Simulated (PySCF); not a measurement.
CH3S, doublet, geometry from GFN2-xTB; BLYP/pcseg-1 run with PySCF.

The PySCF input:
```python
from pyscf import gto, scf, dft

mol = gto.Mole()
mol.atom = '''
    C    -1.104298   -0.033029   -0.002672
    S     0.687163    0.020553    0.001663
    H    -1.436201   -0.647450   -0.835764
    H    -1.446032   -0.462069    0.935869
    H    -1.486597    0.978850   -0.110675
'''
mol.basis = 'pcseg-1'
mol.charge = 0
mol.spin = 1
mol.verbose = 5
mol.build()

mf = dft.UKS(mol)
mf.xc = 'blyp'
mf.kernel()
mf.analyze()
```

It wrote (shortened):

```
PySCF version 2.14.0

[INPUT] verbose = 5
[INPUT] max_memory = 4000
[INPUT] num. atoms = 5
[INPUT] num. electrons = 25
[INPUT] charge = 0
[INPUT] spin (= nelec alpha-beta = 2S) = 1
[INPUT] symmetry False subgroup None
[INPUT] Mole.unit = angstrom
[INPUT] Symbol           X                Y                Z      unit          X                Y                Z       unit  Magmom
[...]
[INPUT] ---------------- BASIS SET ----------------
[INPUT] l, kappa, [nprim/nctr], expnt,             c_1 c_2 ...
[INPUT] S
[...]
                                7395.84           0.00575893    0    0    0
                                1683.3            0.0294637    0    0    0
                                476.144           0.113223    0    0    0
                                154.329           0.315267    0    0    0
                                55.0288            0.5    0    0    0
                                20.5029           0.299093    0    0    0
                                45.9596              0 -0.0874744    0    0
                                4.9274               0 0.558303    0    0
                                1.91799              0  0.5    0    0
                                0.368498             0    0    1    0
                                0.129165             0    0    0    1
[...]
                                106.098           0.0315665    0    0
                                33.6996           0.134441    0    0
                                12.3054           0.347659    0    0
                                4.71412            0.5    0    0
                                1.78105           0.287922    0    0
                                0.872235             0 0.243521    0
                                0.310278             0  0.5    0
                                0.100194             0    0    1
[...]
[INPUT] C
[...]
                                187.145           0.0449576    0    0
                                42.5126           0.197901    0    0
                                11.7393            0.5    0    0
                                3.50548           0.480364    0    0
                                5.39089              0 -0.070398    0
                                0.493341             0  0.5    0
                                0.149741             0    0    1
[...]
                                1.93658           0.224999    0
                                0.526296           0.5    0
                                0.136319             0    1
[...]
[INPUT] H
[...]
                                1.86871           0.15915    0
                                0.418208           0.5    0
                                0.1061               0    1
[...]
nuclear repulsion = 48.6782616817799
number of shells = 12
number of NR pGTOs = 90
number of NR cGTOs = 47
basis = pcseg-1
ecp = {}

******** <class 'pyscf.dft.uks.UKS'> ********
method = UKS
initial guess = minao
damping factor = 0
level_shift factor = 0
DIIS = <class 'pyscf.scf.diis.CDIIS'>
diis_start_cycle = 1
diis_space = 8
diis_damp = 0
SCF conv_tol = 1e-09
SCF conv_tol_grad = None
SCF max_cycles = 50
direct_scf = True
direct_scf_tol = 1e-13
number electrons alpha = 13  beta = 12
XC library pyscf.dft.libxc version 7.1.2
    S. Lehtola, C. Steigemann, M. J. T. Oliveira, and M. A. L. Marques,  SoftwareX 7, 1–5 (2018)
XC functionals = blyp
    A. D. Becke,  Phys. Rev. A 38, 3098 (1988)
    C. Lee, W. Yang, and R. G. Parr,  Phys. Rev. B 37, 785 (1988)
    B. Miehlich, A. Savin, H. Stoll, and H. Preuss,  Chem. Phys. Lett. 157, 200 (1989)
radial grids:
    Treutler-Ahlrichs [JCP 102, 346 (1995); DOI:10.1063/1.469408] (M4) radial grids

becke partition: Becke, JCP 88, 2547 (1988); DOI:10.1063/1.454033
pruning grids: <function nwchem_prune>
grids dens level: 3
symmetrized grids: False
atomic radii adjust function: <function treutler_atomic_radii_adjust>
small_rho_cutoff = 0
Set gradient conv threshold to 3.16228e-05
[...]
converged SCF energy = -438.009620274751  <S^2> = 0.75199315  2S+1 = 2.0019922
Total Energy =                        -438.009620274751171
[...]
0 C 3pz          0.01247  -0.00561
0 C 3dxy        -0.14085  -0.29826
0 C 3dyz         0.38887  -0.34804
0 C 3dz^2       -0.29500  -0.32942
0 C 3dxz         0.27764  -0.11830
0 C 3dx2-y2     -0.16860  -0.17200
1 S 1s           0.00000  -0.00000
1 S 2s          -0.00000   0.00000
1 S 3s           0.00007  -0.00000
1 S 4s           0.00034  -0.00000
1 S 2px          0.00000   0.00000
1 S 2py         -0.00001  -0.00002
1 S 2pz          0.00002  -0.00001
1 S 3px         -0.00009   0.00006
1 S 3py         -0.00087  -0.00195
1 S 3pz          0.00194  -0.00088
1 S 4px         -0.00002   0.00017
1 S 4py         -0.00247  -0.00546
1 S 4pz          0.00549  -0.00245
1 S 3dxy         0.00317   0.00697
1 S 3dyz        -0.00353   0.00307
1 S 3dz^2        0.00242   0.00285
1 S 3dxz        -0.00672   0.00300
1 S 3dx2-y2      0.00161   0.00121
2 H 1s          -0.02503   0.04297
2 H 2s           0.02462  -0.04208
2 H 2px         -0.10467   0.17804
2 H 2py         -0.17639   0.32045
2 H 2pz         -0.25691   0.42460
3 H 1s           0.04902  -0.00015
3 H 2s          -0.04799   0.00015
3 H 2px          0.20838  -0.00098
3 H 2py          0.25098   0.00983
3 H 2pz         -0.54834   0.00645
4 H 1s          -0.02531  -0.04280
4 H 2s           0.02488   0.04192
4 H 2px         -0.12084  -0.20329
4 H 2py          0.30651   0.51810
4 H 2pz         -0.04340  -0.04954

To work with the spin densities directly, `use mulliken_meta_spin()` only printing them here.

 ** Mulliken spin pop alpha/beta on meta-lowdin orthogonal AOs **
 ** Mulliken Spin Density (per AO)  **
spin_pop of  0 C 1s       -0.00000
spin_pop of  0 C 2s       -0.00344
spin_pop of  0 C 3s        0.00006
spin_pop of  0 C 2px      -0.01496
spin_pop of  0 C 2py      -0.00090
spin_pop of  0 C 2pz       0.00476
spin_pop of  0 C 3px       0.00009
spin_pop of  0 C 3py       0.00008
spin_pop of  0 C 3pz       0.00026
spin_pop of  0 C 3dxy      0.00006
spin_pop of  0 C 3dyz      0.00003
spin_pop of  0 C 3dz^2     0.00001
spin_pop of  0 C 3dxz      0.00033
spin_pop of  0 C 3dx2-y2   -0.00005
spin_pop of  1 S 1s        0.00000
spin_pop of  1 S 2s        0.00000
spin_pop of  1 S 3s        0.00777
spin_pop of  1 S 4s       -0.00011
spin_pop of  1 S 2px       0.00000
spin_pop of  1 S 2py       0.00002
spin_pop of  1 S 2pz       0.00012
spin_pop of  1 S 3px       0.00798
spin_pop of  1 S 3py       0.15793
spin_pop of  1 S 3pz       0.78032
spin_pop of  1 S 4px       0.00038
spin_pop of  1 S 4py      -0.00043
spin_pop of  1 S 4pz       0.00037
spin_pop of  1 S 3dxy      0.00011
spin_pop of  1 S 3dyz      0.00039
spin_pop of  1 S 3dz^2     0.00052
spin_pop of  1 S 3dxz      0.00026
spin_pop of  1 S 3dx2-y2    0.00007
spin_pop of  2 H 1s        0.00931
spin_pop of  2 H 2s        0.00005
spin_pop of  2 H 2px      -0.00000
spin_pop of  2 H 2py       0.00002
spin_pop of  2 H 2pz      -0.00000
spin_pop of  3 H 1s        0.03861
spin_pop of  3 H 2s        0.00038
spin_pop of  3 H 2px      -0.00000
spin_pop of  3 H 2py       0.00001
spin_pop of  3 H 2pz       0.00006
spin_pop of  4 H 1s        0.00949
spin_pop of  4 H 2s        0.00005
spin_pop of  4 H 2px      -0.00000
spin_pop of  4 H 2py       0.00002
spin_pop of  4 H 2pz       0.00000
 ** Mulliken Spin Density (per atom)  **
spin density of  0 C =     -0.01369
spin density of  1 S =      0.95571
spin density of  2 H =      0.00937
spin density of  3 H =      0.03906
spin density of  4 H =      0.00956
 ** Mulliken pop alpha/beta on meta-lowdin orthogonal AOs **
 ** Mulliken pop       alpha | beta **
In total            13.00000 | 12.00000
 ** Mulliken atomic charges   ( Nelec_alpha | Nelec_beta ) **
charge of  0C =     -0.33313  (     3.15972      3.17341 )
charge of  1S =     -0.03425  (     8.49498      7.53927 )
charge of  2H =      0.11688  (     0.44625      0.43688 )
charge of  3H =      0.13352  (     0.45277      0.41371 )
charge of  4H =      0.11698  (     0.44629      0.43673 )
Dipole moment(X, Y, Z, Debye): -1.80295, -0.07690,  0.04792
```
